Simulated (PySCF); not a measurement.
## Relaxation of singlet LuCl₂⁺

Method: PySCF, PBE, basis Lu def2-SVP with ECP28, Cl def2-SVP (scalar-relativistic core potentials, no spin–orbit coupling, density fitting). A (50,194) grid was used.

A hand-made bent start, of C2v symmetry, held to at least that symmetry:

```xyz
3
charge 1 multiplicity 1, angstrom
Lu    0.0000    0.0000   -0.4190
Cl    2.0952    0.0000    1.0481
Cl   -2.0952    0.0000    1.0481
```

(1) What does it relax to?

(2) How much energy is released, and in how many steps?

## Answers

(1) It ends at C2v with Lu–Cl 2.300 Å (×2); Cl–Lu–Cl 109.8° (after a last refinement on a finer grid). A frequency run shows a minimum. Other isomers or separated fragments may lie lower.

(2) 81.1 kJ/mol in 7 steps.

Stability towards spin polarisation was not tested.

The relaxation took roughly 80 core-seconds on a shared host.
